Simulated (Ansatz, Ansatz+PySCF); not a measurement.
| atom | x (Å) | y (Å) | z (Å) |
| --- | --- | --- | --- |
| N | 0.0000 | 0.0000 | -0.2159 |
| H | 0.0000 | 0.0000 | 1.5113 |

Basis set: 6-31G (spherical functions). Frozen core: 1 orbital. Correlation on ROHF uses semicanonical orbitals with singles. Charge 0, multiplicity 3.

Computed with Ansatz (development build ahead of 0.2.0); each method stands on the lowest determinant of its kind that the runs found.

(1) Give the atomization energy at this shape (free ground-state atoms in the same class of orbitals less the molecule, no zero-point energy) of triplet NH by PBE0 (unrestricted), ROHF-CCSD(T), UHF-MP2, ROHF-MP2, UHF.

## Answers

(1)

```tsv
method	atomization energy
PBE0 (unrestricted)	22.05 kcal/mol
ROHF-CCSD(T)	18.09 kcal/mol
UHF-MP2	5.93 kcal/mol
ROHF-MP2	-1.51 kcal/mol
UHF	1.55 kcal/mol
```

Caution: the shape is not the minimum. Caution for PBE0 (unrestricted), UHF-MP2, UHF: the unrestricted determinant is spin contaminated. Caution for ROHF-CCSD(T), ROHF-MP2: an unrestricted determinant lies well below. Caution for ROHF-CCSD(T), UHF-MP2, ROHF-MP2: large amplitudes, a single reference is doubtful.

This basis has no polarisation functions and is too small for such energies, which can lie far from measured ones in either direction.
